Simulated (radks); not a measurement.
Values are calculated unless marked as measured or tabulated.
The copper ion Cu2+, configuration [Ne] 3s2 3p5 3d9 4f1 (not the ground configuration).

Code: a radial shooting solver on a logarithmic mesh with Libxc functionals. Model: scalar-relativistic Kohn-Sham, exchange-only B88, spin-polarised, spherical densities, finite nucleus; open shells are filled with parallel spins first; Fermi nuclear charge, rms radius 3.8823 fm.

Energy parts (Ry):
part                   energy
total             -3298.43305
kinetic            3349.94627
electron-nucleus  -7867.76910
Hartree            1349.84444
exchange           -130.45465

Orbitals (lengths in bohr, moments of r in powers of bohr):
| orbital | occ. | eigenvalue (Ry) | <r^2> | <1/r> |
|---|---|---|---|---|
| 1s up | 1 | -654.1247 | 0.003655 | 29.16 |
| 1s down | 1 | -654.0810 | 0.003655 | 29.16 |
| 2s up | 1 | -81.27577 | 0.06528 | 6.329 |
| 2s down | 1 | -81.19128 | 0.06520 | 6.331 |
| 2p up | 3 | -70.62621 | 0.05223 | 6.214 |
| 2p down | 3 | -70.53843 | 0.05217 | 6.216 |
| 3s up | 1 | -11.50919 | 0.5709 | 2.020 |
| 3s down | 1 | -11.27908 | 0.5752 | 2.013 |
| 3p up | 3 | -8.36017 | 0.6329 | 1.877 |
| 3p down | 2 | -8.13755 | 0.6405 | 1.867 |
| 3d up | 5 | -3.27607 | 0.9091 | 1.542 |
| 3d down | 4 | -3.08425 | 0.9526 | 1.521 |
| 4f up | 1 | -0.45742 | 37.99 | 0.1916 |

The highest occupied level is 4f up at -6.224 eV. The electron density at the nucleus is 2.242e+04 e/bohr^3 (large components only).

Empty levels of this run are not shown, since the potential may be unsettled where no density lies.
